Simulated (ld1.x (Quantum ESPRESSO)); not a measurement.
**u(r) = r·R(r): atom against pseudo-atom (palladium (Pd))**

Columns: radius, all-electron u(r) and pseudo u(r) of the 5p shell (level -0.30 eV) of palladium in the configuration [Kr] 4d10 5s0 5p0; BP86, scalar-relativistic, TM scheme, ld1.x (Quantum ESPRESSO) 7.5.

```
r (bohr)  all-electron   pseudo
   0.188       -0.0415  -0.0020
   0.375       -0.0433  -0.0081
   0.562        0.0665  -0.0182
   0.750        0.1216  -0.0323
   0.938        0.1104  -0.0501
   1.125        0.0624  -0.0716
   1.312        0.0011  -0.0963
   1.500       -0.0613  -0.1241
   1.688       -0.1188  -0.1542
   1.875       -0.1693  -0.1857
   2.062       -0.2130  -0.2176
   2.250       -0.2503  -0.2489
   2.438       -0.2817  -0.2783
   2.625       -0.3076  -0.3045
   2.812       -0.3290  -0.3269
   3.000       -0.3464  -0.3454
   3.188       -0.3601  -0.3598
   3.375       -0.3707  -0.3706
   3.562       -0.3785  -0.3785
   3.750       -0.3839  -0.3839
   3.938       -0.3872  -0.3872
   4.125       -0.3886  -0.3886
   4.312       -0.3885  -0.3885
   4.500       -0.3870  -0.3870
   4.688       -0.3844  -0.3844
   4.875       -0.3809  -0.3809
```

Task: How many radial nodes do the two functions have?

Result: The all-electron 5p function has n − l − 1 = 3 (the table is too coarse to show those close to the nucleus); the pseudo-wave has 0, since the states of the same l below it are removed with the core.

Task: At about which radius was the pseudo-wave matched?

Result: 3.75 bohr. The columns agree to 0.0005 from 3.19 bohr on; several derivatives are matched, so the curves merge somewhat inside the radius.

Task: Where does each function peak?

Result: Outermost all-electron maximum near 4.12 bohr, pseudo maximum near 4.12 bohr (to the table’s step).

Task: Is the pseudo-wave norm-conserving?

Result: Yes: the TM scheme keeps the norm inside the radius equal to the all-electron one, which fixes the energy derivative of the logarithmic derivative at the level.
